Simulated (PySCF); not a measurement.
# Electronic structure of Mg (magnesium, neutral) at the LDA level

Configuration: [Ne] 3d2, high-spin 3F determinant (an excited configuration). Computed with PySCF 2.14 in dyall-av3z, with the spin-free X2C one-electron Hamiltonian (Gaussian nucleus).

```json
{"Total energy": "-198.9087 hartree", "One-electron energy": "-276.4460 hartree", "Hartree (Coulomb) energy": "92.9138 hartree", "Exchange-correlation energy": "-15.3765 hartree", "⟨S²⟩": "2.0000", "⟨L²⟩": "12.000", "Sum of ⟨r⟩": "15.20 bohr", "Sum of ⟨r²⟩": "53.49 bohr²", "Langevin diamagnetic susceptibility": "-42.4 ×10⁻⁶ cm³/mol"}
```

```
shell  electrons  mean orbital energy (hartree)  rms radius, mean of both spins (bohr)
 1s β          1                      -46.33077                                  0.152
 1s α          1                      -46.33053                                  0.152
 2s α          1                       -3.18121                                  0.766
 2s β          1                       -3.18060                                  0.766
 2p α          3                       -1.98353                                  0.776
 2p β          3                       -1.98265                                  0.776
 3d α          2                       -0.00286                                   4.93
```

The outer electron is Rydberg-like, and this basis confines it to a smaller radius and binds it less than a complete one would.
